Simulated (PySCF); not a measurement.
Dissociation curve of SMILES [Li][CH3] (CH3Li). The C1–Li5 bond (C1 also carries H, H, H; Li5 carries nothing else) is stretched with both fragments frozen at the PBE0/def2-TZVP optimised geometry.

Levels: UKS-B3LYP/6-31G* = unrestricted B3LYP/6-31G*, spherical d run with PySCF; NEVPT2 = SC-NEVPT2 on CASSCF(2,2)/def2-TZVP, all electrons correlated in PySCF; RKS-r2SCAN = restricted r2SCAN/def2-TZVP in PySCF 2.14.0.

Energies are in eV, each relative to the lowest point of its own curve near equilibrium.

```csv
R / Å,UKS-B3LYP/6-31G*,NEVPT2,RKS-r2SCAN
1.47,1.902,1.851,1.784
1.57,1.049,1.027,0.980
1.66,0.556,0.548,0.516
1.79,0.160,0.161,0.145
1.83,0.093,0.095,___
1.90,0.022,0.024,0.019
1.96,0.000,0.000,0.000
2.00,___,0.000,___
2.06,0.023,0.019,0.024
2.14,0.080,0.072,0.081
2.27,0.223,0.208,0.219
2.42,0.432,0.412,0.421
2.67,0.821,0.799,0.797
2.98,1.294,1.278,1.257
3.26,1.630,1.653,1.632
3.52,1.855,1.921,1.935
3.91,2.083,2.176,2.310
4.27,2.213,2.299,2.580
4.83,2.324,2.384,___
5.28,2.368,2.409,___
5.85,2.394,2.422,___
6.82,2.408,2.428,3.331
```

Task: Some entries are withheld; supply them.

Result: 
- 1.83, RKS-r2SCAN: 0.083
- 2.00, UKS-B3LYP/6-31G*: 0.001
- 2.00, RKS-r2SCAN: 0.002
- 4.83, RKS-r2SCAN: 2.885
- 5.28, RKS-r2SCAN: 3.053
- 5.85, RKS-r2SCAN: 3.197

The unrestricted determinant behind UKS-B3LYP/6-31G* is spin-contaminated at 2.98 to 6.82 Å (<S²> up to 1.0, against 0.00 for a pure singlet). At the longest distance RKS-r2SCAN leaves fractional charges on the fragments, a sign of delocalisation error or of the restricted form. The restricted form behind RKS-r2SCAN keeps the bonding electrons paired and can't separate into open-shell fragments.
